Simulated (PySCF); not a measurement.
PySCF input file for Al(Me)2(vinyl) (C₄H₉Al), SMILES C=[CH][Al]([CH3])[CH3], TDDFT-LC-ωPBE/def2-SVPD. Coordinates come from a B3LYP-D3(BJ)/def2-SVP optimisation. The structure was generated by enumeration; whether it is a known compound was not checked. Other conformers were not sampled.

```python
import numpy as np
from pyscf import gto, scf, dft, tdscf

mol = gto.M(
    atom='''
    Al   -0.02696859   -0.03110012    0.43974942
    C    -0.41008682   -1.07702673    2.05609894
    H    -0.70198334   -2.11931714    1.84772529
    H    -1.22441971   -0.61373829    2.64263310
    H     0.46765524   -1.10402526    2.72730060
    C     0.52212548    1.85356101    0.54291831
    H     1.48448113    2.02205975    0.02727947
    H     0.63314962    2.21464949    1.57846852
    H    -0.21273698    2.50967975    0.04225145
    C    -0.18395145   -0.82522362   -1.34065566
    C     0.07442715   -0.12104411   -2.45849824
    H    -0.48893024   -1.87224188   -1.49127488
    H    -0.00761394   -0.54560071   -3.46848178
    H     0.38590389    0.93123674   -2.42182453
    ''',
    basis='def2-SVPD',
    charge=0,
    spin=0,
    max_memory=1600,
    verbose=4,
)
mf = dft.RKS(mol, xc='lc_wpbe').density_fit(auxbasis='def2-universal-jkfit')
mf.grids.level = 3
mf.conv_tol = 1e-9
mf.max_cycle = 100
mf.kernel()
mf.grids = dft.Grids(mol).set(level=1).build(with_non0tab=True)  # coarser grid for the response kernel
td = tdscf.TDDFT(mf)
td.singlet = True
td.nstates = 10
td.conv_tol = 1e-4
td.positive_eig_threshold = 1e-6
td.kernel(x0=td.get_init_guess(mf, 15))
td.analyze()
tt = tdscf.TDA(mf)
tt.singlet = False
tt.nstates = 4
tt.conv_tol = 1e-4
tt.positive_eig_threshold = 1e-6
tt.kernel(x0=tt.get_init_guess(mf, 9))
tt.analyze(verbose=3)
```

Output:

```
PySCF version 2.14.0

[INPUT] verbose = 4
[INPUT] num. atoms = 14
[INPUT] num. electrons = 46
[INPUT] charge = 0
[INPUT] spin (= nelec alpha-beta = 2S) = 0
[INPUT] symmetry False subgroup None
[INPUT] Mole.unit = angstrom
[INPUT] Symbol           X                Y                Z      unit          X                Y                Z       unit  Magmom
[INPUT]  1 Al    -0.026968590000  -0.031100120000   0.439749420000 AA   -0.050963249066  -0.058770709241   0.831005967236 Bohr   0.0
[INPUT]  2 C     -0.410086820000  -1.077026730000   2.056098940000 AA   -0.774951777094  -2.035285548536   3.885463881609 Bohr   0.0
[INPUT]  3 H     -0.701983340000  -2.119317140000   1.847725290000 AA   -1.326556256607  -4.004928965697   3.491694751533 Bohr   0.0
[INPUT]  4 H     -1.224419710000  -0.613738290000   2.642633100000 AA   -2.313817913419  -1.159797280259   4.993852806710 Bohr   0.0
[INPUT]  5 H      0.467655240000  -1.104025260000   2.727300600000 AA    0.883740324318  -2.086305376002   5.153851193362 Bohr   0.0
[INPUT]  6 C      0.522125480000   1.853561010000   0.542918310000 AA    0.986674159857   3.502722664072   1.025966913912 Bohr   0.0
[INPUT]  7 H      1.484481130000   2.022059750000   0.027279470000 AA    2.805262772785   3.821139135006   0.051550727123 Bohr   0.0
[INPUT]  8 H      0.633149620000   2.214649490000   1.578468520000 AA    1.196479377672   4.185080998008   2.982873199048 Bohr   0.0
[INPUT]  9 H     -0.212736980000   2.509679750000   0.042251450000 AA   -0.402014628767   4.742607387867   0.079843668866 Bohr   0.0
[INPUT] 10 C     -0.183951450000  -0.825223620000  -1.340655660000 AA   -0.347617860717  -1.559446633322  -2.533472024748 Bohr   0.0
[INPUT] 11 C      0.074427150000  -0.121044110000  -2.458498240000 AA    0.140646929732  -0.228740216892  -4.645888351325 Bohr   0.0
[INPUT] 12 H     -0.488930240000  -1.872241880000  -1.491274880000 AA   -0.923944247618  -3.538024392141  -2.818101099644 Bohr   0.0
[INPUT] 13 H     -0.007613940000  -0.545600710000  -3.468481780000 AA   -0.014388261329  -1.031035915268  -6.554480632244 Bohr   0.0
[INPUT] 14 H      0.385903890000   0.931236740000  -2.421824530000 AA    0.729252662504   1.759782395733  -4.576585083454 Bohr   0.0

nuclear repulsion = 194.930571541644
number of shells = 78
number of NR pGTOs = 252
number of NR cGTOs = 176
basis = def2-SVPD
ecp = {}


******** <class 'pyscf.df.df_jk.DFRKS'> ********
method = DFRKS
initial guess = minao
damping factor = 0
level_shift factor = 0
DIIS = <class 'pyscf.scf.diis.CDIIS'>
diis_start_cycle = 1
diis_space = 8
diis_damp = 0
SCF conv_tol = 1e-09
SCF conv_tol_grad = None
SCF max_cycles = 100
direct_scf = False
XC library pyscf.dft.libxc version 7.1.2
    S. Lehtola, C. Steigemann, M. J. T. Oliveira, and M. A. L. Marques,  SoftwareX 7, 1–5 (2018)
XC functionals = lc_wpbe
    O. A. Vydrov and G. E. Scuseria,  J. Chem. Phys. 125, 234109 (2006)
radial grids:
    Treutler-Ahlrichs [JCP 102, 346 (1995); DOI:10.1063/1.469408] (M4) radial grids

becke partition: Becke, JCP 88, 2547 (1988); DOI:10.1063/1.454033
pruning grids: <function nwchem_prune>
grids dens level: 3
symmetrized grids: False
atomic radii adjust function: <function treutler_atomic_radii_adjust>
small_rho_cutoff = 0
Set gradient conv threshold to 3.16228e-05
Initial guess from minao.
tot grids = 163928
Create RSH-DF object <pyscf.df.df.DF object> for omega=0.4
******** <class 'pyscf.df.df.DF'> ********
auxbasis = auxmol.basis = def2-universal-jkfit
init E= -399.971923703086
  HOMO = -0.309212495247801  LUMO = -0.062098415188121  gap/eV = 6.72432
cycle= 1 E= -399.852507238396  delta_E= 0.119  |g|= 0.329  |ddm|= 4.37
  HOMO = -0.34993856622453  LUMO = 0.0437937236764303  gap/eV = 10.71400
cycle= 2 E= -399.878278744074  delta_E= -0.0258  |g|= 0.191  |ddm|= 0.736
  HOMO = -0.385747196901198  LUMO = 0.0341015181212398  gap/eV = 11.42467
cycle= 3 E= -399.887767886926  delta_E= -0.00949  |g|= 0.0404  |ddm|= 0.309
  HOMO = -0.380622214437988  LUMO = 0.0372973417420921  gap/eV = 11.37217
cycle= 4 E= -399.888311203717  delta_E= -0.000543  |g|= 0.0194  |ddm|= 0.104
  HOMO = -0.381160722055024  LUMO = 0.0380274464716903  gap/eV = 11.40669
cycle= 5 E= -399.888410263296  delta_E= -9.91e-05  |g|= 0.00208  |ddm|= 0.0313
  HOMO = -0.381361123493065  LUMO = 0.0379533465334223  gap/eV = 11.41013
cycle= 6 E= -399.888412933021  delta_E= -2.67e-06  |g|= 0.000713  |ddm|= 0.0111
  HOMO = -0.381448861336511  LUMO = 0.037926487024293  gap/eV = 11.41178
cycle= 7 E= -399.888413148323  delta_E= -2.15e-07  |g|= 0.000219  |ddm|= 0.00241
  HOMO = -0.381424728809666  LUMO = 0.0379548447630693  gap/eV = 11.41190
cycle= 8 E= -399.888413169539  delta_E= -2.12e-08  |g|= 5.44e-05  |ddm|= 0.000935
  HOMO = -0.381433416592766  LUMO = 0.0379513953004724  gap/eV = 11.41204
cycle= 9 E= -399.888413171495  delta_E= -1.96e-09  |g|= 1.38e-05  |ddm|= 0.000336
  HOMO = -0.381433046351793  LUMO = 0.0379523770827448  gap/eV = 11.41206
cycle= 10 E= -399.888413171645  delta_E= -1.51e-10  |g|= 3.95e-06  |ddm|= 6.61e-05
  HOMO = -0.381433815845264  LUMO = 0.0379518481190289  gap/eV = 11.41207
Extra cycle  E= -399.888413171652  delta_E= -6.93e-12  |g|= 1.94e-06  |ddm|= 1.61e-05
converged SCF energy = -399.888413171652
tot grids = 49320
Overwritten attributes  positive_eig_threshold  of <class 'pyscf.tdscf.rks.TDDFT'>


******** <class 'pyscf.tdscf.rks.TDDFT'> for <class 'pyscf.df.df_jk.DFRKS'> ********
nstates = 10 singlet
deg_eia_thresh = 1.000e-03
wfnsym = None
conv_tol = 0.0001
eigh lindep = 1e-12
eigh level_shift = 0
eigh max_cycle = 100


Excitation energies (eV)
[5.36618491 5.9867423  6.6203517  7.37265927 7.43359234 7.58089087
 7.85926858 8.25796712 8.68356544 8.70737774]

** Singlet excitation energies and oscillator strengths **
Excited State   1:      5.36618 eV    231.05 nm  f=0.0001
      23 -> 24        0.67557
Excited State   2:      5.98674 eV    207.10 nm  f=0.0001
      22 -> 24        0.66355
      22 -> 28        0.19416
Excited State   3:      6.62035 eV    187.28 nm  f=0.3093
      21 -> 24       -0.68811
Excited State   4:      7.37266 eV    168.17 nm  f=0.0023
      20 -> 24        0.29852
      23 -> 24       -0.12228
      23 -> 28       -0.57662
      23 -> 34       -0.13182
Excited State   5:      7.43359 eV    166.79 nm  f=0.1413
      22 -> 25       -0.63807
      22 -> 27       -0.11768
      22 -> 33       -0.14650
      23 -> 25       -0.11634
      23 -> 26       -0.10745
Excited State   6:      7.58089 eV    163.55 nm  f=0.0596
      22 -> 25       -0.12531
      22 -> 26        0.12739
      23 -> 25        0.62712
      23 -> 33        0.13620
Excited State   7:      7.85927 eV    157.76 nm  f=0.0856
      21 -> 25        0.58407
      21 -> 26        0.19482
      21 -> 27       -0.24581
      21 -> 33        0.14080
      21 -> 35        0.10371
Excited State   8:      8.25797 eV    150.14 nm  f=0.0009
      15 -> 24        0.37947
      15 -> 28       -0.21894
      16 -> 24        0.14327
      20 -> 24       -0.41151
      20 -> 28        0.10082
      22 -> 28        0.14985
      23 -> 28       -0.20833
Excited State   9:      8.68357 eV    142.78 nm  f=0.1056
      20 -> 25        0.11185
      21 -> 28        0.55176
      21 -> 32        0.14029
      22 -> 26       -0.17786
      23 -> 25        0.11668
      23 -> 27       -0.22585
Excited State  10:      8.70738 eV    142.39 nm  f=0.0219
      20 -> 25        0.19025
      21 -> 28       -0.27240
      22 -> 26       -0.32407
      23 -> 26        0.26275
      23 -> 27       -0.32112
      23 -> 31        0.10539
      23 -> 35        0.11863

** Transition electric dipole moments (AU) **
state          X           Y           Z        Dip. S.      Osc.
  1         0.0208     -0.0056      0.0027      0.0005      0.0001
  2         0.0189     -0.0017     -0.0014      0.0004      0.0001
  3         0.1224      0.2120     -1.3590      1.9067      0.3093
  4         0.1006     -0.0493     -0.0018      0.0126      0.0023
  5        -0.2318     -0.7328      0.4304      0.7760      0.1413
  6         0.0354      0.2054      0.5268      0.3209      0.0596
  7         0.6395     -0.1866      0.0262      0.4444      0.0856
  8        -0.0650      0.0185     -0.0025      0.0046      0.0009
  9         0.1483      0.4368     -0.5327      0.4966      0.1056
 10        -0.0466     -0.2205     -0.2277      0.1026      0.0219

** Transition velocity dipole moments (imaginary part, AU) **
state          X           Y           Z        Dip. S.      Osc.
  1         0.0055     -0.0015      0.0006      0.0000      0.0001
  2         0.0046     -0.0005     -0.0003      0.0000      0.0001
  3         0.0292      0.0500     -0.3288      0.1115      0.3055
  4         0.0276     -0.0136     -0.0007      0.0009      0.0023
  5        -0.0659     -0.2083      0.1214      0.0625      0.1525
  6         0.0100      0.0588      0.1542      0.0273      0.0654
  7         0.2023     -0.0591      0.0084      0.0445      0.1027
  8        -0.0196      0.0056     -0.0007      0.0004      0.0009
  9         0.0454      0.1355     -0.1699      0.0493      0.1029
 10        -0.0143     -0.0712     -0.0766      0.0111      0.0232

** Transition magnetic dipole moments (imaginary part, AU) **
state          X           Y           Z
  1        -0.0045      0.0124      0.1697
  2        -0.0959     -0.4660     -0.9656
  3        -0.8049      0.2354     -0.0336
  4        -0.4767     -1.3947      1.1942
  5        -0.3172      0.1167     -0.0318
  6         0.3325     -0.1426      0.0505
  7         0.2223      0.7402     -0.1701
  8        -0.2083     -0.8710     -1.0353
  9        -0.8555      0.2377     -0.0394
 10         0.3732     -0.0963      0.0269
Overwritten attributes  positive_eig_threshold  of <class 'pyscf.tdscf.rks.TDA'>


******** <class 'pyscf.tdscf.rks.TDA'> for <class 'pyscf.df.df_jk.DFRKS'> ********
nstates = 4 triplet
deg_eia_thresh = 1.000e-03
wfnsym = None
conv_tol = 0.0001
eigh lindep = 1e-12
eigh level_shift = 0
eigh max_cycle = 100


Excitation energies (eV)
[3.84167521 4.77035349 5.63890509 6.83722077]

** Triplet excitation energies and oscillator strengths **
Excited State   1:      3.84168 eV    322.73 nm  f=0.0000
Excited State   2:      4.77035 eV    259.91 nm  f=0.0000
Excited State   3:      5.63891 eV    219.87 nm  f=0.0000
Excited State   4:      6.83722 eV    181.34 nm  f=0.0000
```

Self-consistency was reached.

Cost: roughly 9 core-minutes.
